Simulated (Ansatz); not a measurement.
System: sum formula AlBrCl$_{2}$ (charge 0, singlet). 
Structure (B3LYP-D3(BJ)/def2-TZVP (Ansatz, an electronic-structure program) minimum search):
SMILES: [Cl][Al]([Cl])[Br]
```xyz
4

Cl    -1.4259     1.9076    -0.0725
Al    -0.5191     0.0386    -0.0169
Cl    -1.6937    -1.6756    -0.0290
Br     1.7080    -0.1270     0.0555
```

Basis-set convergence of Hartree-Fock and MP2 correlation energies (hartree) with Ansatz. Correlated levels leave the core frozen unless marked. Spin-orbit coupling is left out. The frozen core is the preceding noble-gas configuration, with the filled d and f shells of earlier blocks. No relativistic terms.

| basis | functions | E(HF) | E(corr, MP2) |
|---|---|---|---|
| def2-SVPD | 119 | -3732.89663 | -0.46553 |
| def2-TZVPPD | 207 | -3733.59635 | -0.60170 |
| def2-QZVPPD | 332 | -3733.67713 | -0.66308 |

Extrapolating the two largest sets (X = 3 and 4) as X^-3: E(corr) = (64·(-0.66308) - 27·(-0.60170))/37 = -0.7079 Eh, an estimate of the basis-set limit. The largest set recovers 93.7 % of it, the smallest 65.8 %.
